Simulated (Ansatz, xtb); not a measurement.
BrGeHSSi: which of two structures lies lower

Structure I: a singlet given by its coordinates. Structure II: a singlet given by its coordinates. Both are isolated molecules in the gas phase, relaxed with B3LYP-D3(BJ)/def2-SVP.

I (Å):

```yaml
atoms:
  - { symbol: Br, position_ang: [0.0953, 3.1600, 0.1301] }
  - { symbol: Ge, position_ang: [0.1066, -0.0944, -2.2878] }
  - { symbol: S, position_ang: [-0.0023, -0.5355, -0.0526] }
  - { symbol: Si, position_ang: [-0.9390, 1.3237, -0.6561] }
  - { symbol: H, position_ang: [-2.3604, 1.3978, -0.2322] }
```

Close contacts (Å): Br1–Si4 2.25, Ge2–S3 2.28, Ge2–Si4 2.40, S3–Si4 2.17, Si4–H5 1.49.

II (Å):

```xyz
5

Br   -4.4467   -0.2389    0.9801
Ge   -3.7128    1.7969    2.0478
S    -1.6974    0.8983    3.3404
Si   -1.2914    1.5838    1.4523
H     0.1264    1.3006    1.0274
```

Close contacts (Å): Br1–Ge2 2.41, Ge2–S3 2.56, Ge2–Si4 2.50, S3–Si4 2.05, Si4–H5 1.51.

Quicker runs give these differences E(II) − E(I): GFN2-xTB −34.4 kJ/mol; HF/STO-3G +92.1 kJ/mol (at GFN2-xTB geometries); r2SCAN-D4/def2-SVP +61.4 kJ/mol (at GFN2-xTB geometries).

**Question.** Which of the two would you expect CCSD(T)/def2-SVP + ΔMP2/def2-TZVPP electronic energies to favour?

**Answer.** Structure I; the calculation gives E(II) − E(I) = +85.2 kJ/mol.

The same difference at several levels:

```json
{"level": "GFN2-xTB", "geometry": "GFN2-xTB", "E(II) − E(I) (kJ/mol)": "−34.4", "departure from the last row (kJ/mol)": "−119.6", "job, with rough time for the two": "optimisation, 2.2 s"}
{"level": "HF/STO-3G", "geometry": "GFN2-xTB", "E(II) − E(I) (kJ/mol)": "+92.1", "departure from the last row (kJ/mol)": "+6.9", "job, with rough time for the two": "single point, 4.7 s"}
{"level": "r2SCAN-D4/def2-SVP", "geometry": "GFN2-xTB", "E(II) − E(I) (kJ/mol)": "+61.4", "departure from the last row (kJ/mol)": "−23.8", "job, with rough time for the two": "single point, 17 s"}
{"level": "B3LYP-D3(BJ)/def2-SVP", "geometry": "B3LYP-D3(BJ)/def2-SVP", "E(II) − E(I) (kJ/mol)": "+66.5", "departure from the last row (kJ/mol)": "−18.7", "job, with rough time for the two": "optimisation, 2.9 min"}
{"level": "HF/def2-SVP", "geometry": "B3LYP-D3(BJ)/def2-SVP", "E(II) − E(I) (kJ/mol)": "+93.4", "departure from the last row (kJ/mol)": "+8.2", "job, with rough time for the two": "part of the CCSD(T) run"}
{"level": "MP2/def2-SVP", "geometry": "B3LYP-D3(BJ)/def2-SVP", "E(II) − E(I) (kJ/mol)": "+87.4", "departure from the last row (kJ/mol)": "+2.2", "job, with rough time for the two": "part of the CCSD(T) run"}
{"level": "CCSD(T)/def2-SVP", "geometry": "B3LYP-D3(BJ)/def2-SVP", "E(II) − E(I) (kJ/mol)": "+81.0", "departure from the last row (kJ/mol)": "−4.2", "job, with rough time for the two": "single point"}
{"level": "CCSD(T)/def2-SVP + ΔMP2/def2-TZVPP", "geometry": "B3LYP-D3(BJ)/def2-SVP", "E(II) − E(I) (kJ/mol)": "+85.2", "departure from the last row (kJ/mol)": "", "job, with rough time for the two": "single point, 1.9 min"}
```

GFN2-xTB puts the two in the other order. The largest departure from CCSD(T)/def2-SVP + ΔMP2/def2-TZVPP is that of GFN2-xTB, 119.6 kJ/mol. The last row adds to CCSD(T) the change of the MP2 difference between the two basis sets, here +4.2 kJ/mol.

With harmonic frequencies from B3LYP-D3(BJ)/def2-SVP (ideal gas, rigid rotor, one conformer each, 298.15 K, 1 atm): on the last row, ΔE + ΔZPE = +80.6, ΔH = +82.5, ΔG = +78.2 kJ/mol.

The correlated steps freeze 28 core orbitals; the filled d shell of Br and Ge is correlated, in a basis made for valence electrons. Run with Ansatz 0.2.0, xtb 6.7.1; the last row on 1 thread of AMD EPYC (Zen 3) on a shared host.
